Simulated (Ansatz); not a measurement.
Reaction (ligand exchange at a B–S bond): `BSC` + `C=C[SiH2]N` → `BN[SiH2]C=C` + CH₃SH

Calculated with Ansatz (gas phase, PBE0-D4/def2-TZVP geometries, no zero-point term in ΔE). CBS: MP2 limit from def2 TZ/QZ plus the TZ coupled-cluster correction, frozen cores. This one scheme is used for every species. Functionals use def2-TZVPP. One conformer a species, not always the lowest.

CCSD(T)/CBS gives -34.9 kJ/mol.

Another level gave -40.0 kJ/mol. Which?
A. PBE-QIDH/def2-TZVPP
B. BHLYP/def2-TZVPP
C. HF/def2-TZVPP
D. LDA (SPW92)/def2-TZVPP

B. BHLYP -40.0, LDA (SPW92) -26.8, PBE-QIDH -32.7, HF/def2-TZVPP -46.7 kJ/mol.

Largest T1 diagnostic among the species: 0.014.

Leaving LDA and LC-ωPBE aside and taking each functional with its dispersion term where it has one, the values, not all of them listed here, spread over 13.6 kJ/mol, from BHLYP-D4 to revPBE-D4. At CCSD(T), def2-SVP lies −10.7 kJ/mol from the extrapolated value and def2-TZVPP −1.9 kJ/mol.
